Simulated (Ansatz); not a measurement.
CH₉BGeSi (`C[BH][GeH2][SiH3]`), relaxed with RKS PBE0-D4/def2-TZVP in Ansatz from a PBE-D4/def2-SVP geometry. The force threshold is 0.005 eV/Å; the program also tests the step.

Total charge 0; spin multiplicity 1.

Start:

```xyz
13

C     1.702   -0.259   -1.490
B     1.331   -0.213    0.023
Ge   -0.478   -0.877    0.752
Si   -1.920    1.052    0.853
H     2.364   -1.161   -1.558
H     0.871   -0.426   -2.201
H     2.339    0.585   -1.829
H     2.130    0.241    0.828
H    -0.438   -1.471    2.188
H    -1.202   -1.901   -0.174
H    -2.053    1.669   -0.515
H    -1.352    2.089    1.785
H    -3.294    0.671    1.339
```

Problem. How much energy does the relaxation release, and in how many steps? (Best estimate.)

Solution. The calculation gave: 0.04 eV, in 5 steps.

Problem. Which bonds change most? (Best estimate.)

Solution. Ansatz gave: B2–H8 from 1.221 to 1.199 Å; Ge3–Si4 from 2.410 to 2.390 Å; Si4–H13 from 1.506 to 1.487 Å; Si4–H11 from 1.507 to 1.488 Å.

Problem. Give the relaxed structure. (An estimate is asked.)

Solution. Ansatz gave: 
```xyz
13

C     1.700   -0.265   -1.479
B     1.328   -0.212    0.025
Ge   -0.484   -0.858    0.747
Si   -1.920    1.049    0.849
H     2.343   -1.159   -1.559
H     0.873   -0.414   -2.176
H     2.326    0.568   -1.810
H     2.120    0.229    0.811
H    -0.425   -1.457    2.166
H    -1.177   -1.885   -0.174
H    -2.053    1.660   -0.501
H    -1.357    2.073    1.770
H    -3.275    0.671    1.332
```
